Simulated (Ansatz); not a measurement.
Potential energy surface of CH3 (cation, charge +1), singlet: umbrella (inversion) coordinate, bond length relaxed. Scanned: angle between the C-H bonds and the threefold axis (90 = planar). Other coordinates (C-H bond length) were minimised at B3LYP/def2-TZVP.

Level of theory: CCSD(T) on RHF/aug-cc-pVQZ, frozen core run with Ansatz (an electronic-structure program).

Scanned values (°): 90, 93.90, 96.90, 99.90, 102.90, 105.90, 108.90, 111.90, 114.90, 117.90, 120.90, 123.90, 126.90, 129.90, 132.

**Question.** Describe the profile: where are the wells and the tops?

**Answer.** Lower than their neighbours: 90° (0.0 mEh, end of the scan). Higher than their neighbours: 132° (218.0 mEh, end of the scan). The whole profile spans 218.0 mEh.
